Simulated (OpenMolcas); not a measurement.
## Ne6+: effect of the basis set

```
Program             : OpenMolcas 26.06
Method              : SS-CASPT2, IPEA 0.25 Eh, imaginary shift 0.1 Eh (closed shells correlated: 1s)
Active space        : 2 electrons in 4 orbitals (2s 2p)
State averaging     : 2S+1 = 3 even, 3 roots; 2S+1 = 1 even, 7 roots (6 in the spin-orbit step); 2S+1 = 3 odd, 3 roots; 2S+1 = 1 odd, 3 roots
Spin-orbit coupling : RASSI with atomic mean-field integrals over the reference wave functions, term energies averaged over their components
```

A. ANO-L-VTZP [4s3p2d1f], non-relativistic, point nucleus; CASPT2 step about 1.3 core-seconds
B. ANO-RCC-VTZP [4s3p2d1f], DKH2, point nucleus; CASPT2 step roughly 1.5 core-seconds
C. ANO-R3 [4s4p2d1f], X2C, finite nucleus; CASPT2 step of the order of 1.1 core-seconds
D. ANO-R2 [4s4p2d1f], X2C, finite nucleus; CASPT2 step of the order of 3 core-seconds
E. ANO-RCC-VQZP [5s4p3d2f1g], DKH2, point nucleus; CASPT2 step about 1.4 core-seconds

Energies in eV above 2s² ¹S₀, the measured ground level; measured values from NIST levels in Podobedova, Fuhr, Reader and Wiese, J. Phys. Chem. Ref. Data 33, 525 (2004).

```tsv
Level	A	B	C	D	E	Measured
2s² ¹S₀	0.0000	0.0000	0.0000	0.0000	0.0000	0.0000
2s 2p ³P°₀	13.616	13.829	13.835	13.835	13.810	
2s 2p ³P°₁	13.675	13.890	13.893	13.893	13.869	
2s 2p ³P°₂	13.795	14.013	14.012	14.012	13.988	
2s 2p ¹P°₁	26.775	26.909	26.994	26.994	26.837	26.6507
2p² ³P₀	35.542	36.019	35.965	35.965	35.933	
2p² ³P₁	35.600	36.079	36.024	36.024	35.992	
2p² ³P₂	35.716	36.198	36.139	36.139	36.107	
2p² ¹D₂	39.223	39.683	39.641	39.641	39.545
```

Among A to E the level of the table that moves most is 2p² ³P₂, by 3900 cm-1 (lowest in A, highest in B). Moves below CASPT2's spread within the term are not significant.

Term energies are means over components that CASPT2 splits; among the terms shown or strongly mixed into the levels shown the widest spread is 42 cm-1 (2p² ¹D, A). Only configurations of the active space appear.

° marks odd parity.
